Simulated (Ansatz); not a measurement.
Abridged output of a molecular run in Ansatz:

```
Functional definition: HF
1689 factors; integrals over basis functions are off by at most 9.8e-4 eV
mean field evaluation 1: about -27899.2750 eV, gradient 5.3e1 eV
mean field evaluation 2: about -27899.8803 eV, gradient 5.3e1 eV
mean field evaluation 4: about -27906.9003 eV, gradient 5.6e0 eV
mean field evaluation 8: about -27907.0532 eV, gradient 4.7e-1 eV
mean field -27907.05400908 eV, -1025.5653187531 hartree, gradient 2.5e-6 eV, S^2 0.000000; 0 other end points of the search recorded, 0 dependent functions left out
16 core orbitals not correlated: weight in the atoms' cores, before any rotation towards them, 1.000 or more for the frozen orbitals, at most 0.000 for the correlated occupied ones
reference -27907.05400908 eV, -1025.5653187531 hartree; 19, 19 occupied and 235, 235 virtual orbitals, 1689 factors
second order -35.02018563 eV of doubles, -0.00000000 eV of singles
cycle   1  -33.98316033 eV  change     1.0e0 eV  update   1.6e-1
cycle   2  -35.13771798 eV  change    -1.2e0 eV  update   5.1e-2
cycle   3  -35.37499698 eV  change   -2.4e-1 eV  update   2.1e-2
cycle   4  -35.37221424 eV  change    2.8e-3 eV  update   6.4e-3
cycle   5  -35.38064179 eV  change   -8.4e-3 eV  update   2.7e-3
cycle   6  -35.38315953 eV  change   -2.5e-3 eV  update   6.2e-4
cycle   7  -35.38331887 eV  change   -1.6e-4 eV  update   2.3e-4
cycle   8  -35.38342436 eV  change   -1.1e-4 eV  update   6.1e-5
cycle   9  -35.38347892 eV  change   -5.5e-5 eV  update   2.5e-5
cycle  10  -35.38346939 eV  change    9.5e-6 eV  update   8.5e-6
perturbative correction -1.94014728 eV, -0.0712990974 hartree
Total energy: -27944.37762575 eV, -1026.9369363667 hartree
```

Its atoms:

Cartesian coordinates in Å:
```
N -0.309 -1.470 -2.442
C -0.065 -0.943 -1.448
Si 0.337 -0.117 0.130
Cl 2.116 -0.733 0.816
C -0.983 -0.501 1.331
N -1.807 -0.748 2.096
C 0.347 1.687 -0.154
N 0.364 2.824 -0.329
```

(1) Which basis set was used?
A. def2-SVPD
B. def2-TZVPPD
C. def2-TZVPP
D. cc-pV(Q+d)Z

(2) Write the keys of the input that set method, charge and spin (a neutral closed shell needs none for the last two).

Answers

(1) C. It gives 270 functions.

(2) 
```yaml
correlation: {method: ccsd_t}
```
